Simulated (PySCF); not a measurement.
**Polarisability and C₆ of Cr²⁺ (chromium, charge +2)**

[Ar] 3d4, high-spin 5D determinant. Calculation: PySCF 2.14, in aug-cc-pwCVTZ-DK (10s9p7d4f3g, 127 functions); the spin-free X2C one-electron Hamiltonian (Gaussian nucleus). Coupled (time-dependent) response in atomic units; α is the mean over directions.

| method | mean α (bohr³) | α xx, yy, zz | C₆ (like pair) | S(−4) |
| --- | --- | --- | --- | --- |
| M06-2X | 4.006 | 3.751, 3.751, 4.515 | 11.97 | 9.222 |

S(−4) is the Cauchy moment in α(ω) = α(0) + S(−4) ω² + …

α(iu) at M06-2X:

```json
{"u (hartree)": "0", "α(iu) (bohr³)": "4.006"}
{"u (hartree)": "0.0500", "α(iu) (bohr³)": "3.983"}
{"u (hartree)": "0.100", "α(iu) (bohr³)": "3.917"}
{"u (hartree)": "0.200", "α(iu) (bohr³)": "3.692"}
{"u (hartree)": "0.300", "α(iu) (bohr³)": "3.407"}
{"u (hartree)": "0.500", "α(iu) (bohr³)": "2.858"}
{"u (hartree)": "0.750", "α(iu) (bohr³)": "2.329"}
{"u (hartree)": "1.00", "α(iu) (bohr³)": "1.939"}
{"u (hartree)": "1.50", "α(iu) (bohr³)": "1.403"}
{"u (hartree)": "2.00", "α(iu) (bohr³)": "1.057"}
{"u (hartree)": "3.00", "α(iu) (bohr³)": "0.6518"}
{"u (hartree)": "5.00", "α(iu) (bohr³)": "0.3156"}
```

For an ion, C₆ is the dispersion term alone; charge-induced terms of lower order in 1/R come first.

The components differ because the open shell of this determinant is not spherical; for a pure term their mean is the scalar polarisability.
